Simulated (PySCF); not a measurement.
**TDDFT excited states: C4H8FNSi2**

C₄H₈FNSi₂.
InChI=1S/C4H8FNSi2/c5-8-3-1-2-7(8)4-6/h7-8H,1-3H2/t7-,8+/m0/s1

Computed with TDDFT wB97X-D/def2-SVPD, vertical, gas phase, core orbitals frozen in the response in PySCF 2.14.0, density-fitted response routines. Isolated species at its GFN2-xTB geometry (one conformer only).

Question: What does the calculation give for the low-lying excited states?

Answer: 

| state | E (eV) | E (hartree) | f | \|μ\| (D) | main configurations (H = HOMO, L = LUMO) |
| --- | --- | --- | --- | --- | --- |
| S1 | 5.65 | 0.2077 | 0.021 | 0.99 | H→L (94%) |
| S2 | 6.66 | 0.2446 | 0.054 | 1.46 | H→L+1 (72%) |
| S3 | 6.90 | 0.2535 | 0.015 | 0.75 | H-1→L (63%), H-2→L (25%) |
| S4 | 7.02 | 0.2581 | 0.030 | 1.06 | H-2→L (53%), H-1→L (11%), H→L+1 (11%) |
| S5 | 7.17 | 0.2636 | 0.121 | 2.11 | H→L+2 (63%) |
| S6 | 7.38 | 0.2714 | 0.011 | 0.64 | H-4→L (11%), H-1→L+2 (10%) |
| S7 | 7.60 | 0.2794 | 0.032 | 1.05 | H→L+4 (24%) |
| S8 | 7.75 | 0.2850 | 0.145 | 2.22 | H→L+2 (23%), H-1→L+1 (16%), H-5→L (10%) |

Triplets, Tamm–Dancoff:

```tsv
state	E (eV)	λ (nm)	main configurations (H = HOMO, L = LUMO)
T1	5.06	245.2	H→L (91%)
T2	5.93	209.1	H→L+1 (26%), H→L+2 (19%)
T3	6.12	202.6	H→L+1 (56%)
```

The lowest singlet comes at 219 nm (545 kJ/mol) in the ultraviolet; it is weak; its leading configuration is HOMO→LUMO (94%). The strongest level in the table is S8 at 7.75 eV (160 nm, f = 0.145). It is the last of those listed, so stronger ones may follow. Löwdin shares by element: HOMO silicon 42%, carbon 25% or more (atoms not listed hold the other 33%); LUMO silicon 53%, carbon 8% or more, hydrogen 6% or more (atoms not listed hold the other 32%). The listed states span 2.10 eV, and the widest gap between neighbours is 1.00 eV (S1 to S2). The oscillator strengths of these states sum to 0.428; summed over the whole spectrum of an exact calculation they would give the number of electrons, 76 (Thomas–Reiche–Kuhn). Of the 8 states listed, 8 reach f = 0.01 and none stays under 0.0005. No computed singlet lies in the visible range (380 to 750 nm); the lowest, at 219 nm, stands 2.39 eV above its violet end (3.26 eV). Only the lowest 8 singlets were computed, as vertical energies without vibronic structure.
